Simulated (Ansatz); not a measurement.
Br$_{2}$Zn, SMILES `[Br][Zn][Br]`, relaxed with RKS PBE0-D4/def2-TZVP in Ansatz 0.2.0 from a PBE-D4/def2-SVP geometry. The force threshold is 0.005 eV/Å; the program also tests the step.

Total charge 0; spin multiplicity 1.

Start:

```xyz
3

Br   -0.612   -1.293   -1.720
Zn   -0.003   -0.003    0.003
Br    0.615    1.297    1.716
```

| step | energy (eV) | largest force (eV/Å) | largest move (Å) |
| --- | --- | --- | --- |
| 1 | -188492.9351 | 0.145 | 0.000 |
| 2 | -188492.9372 | 0.025 | 0.011 |
| 3 | -188492.9372 | 0.002 | 0.002 |

End:

```xyz
3

Br   -0.610   -1.287   -1.709
Zn   -0.001   -0.001    0.001
Br    0.611    1.288    1.708
```

Hardware: 2 threads of a server CPU on a shared host. Wall time 16 s, peak host memory 0.41 GiB.
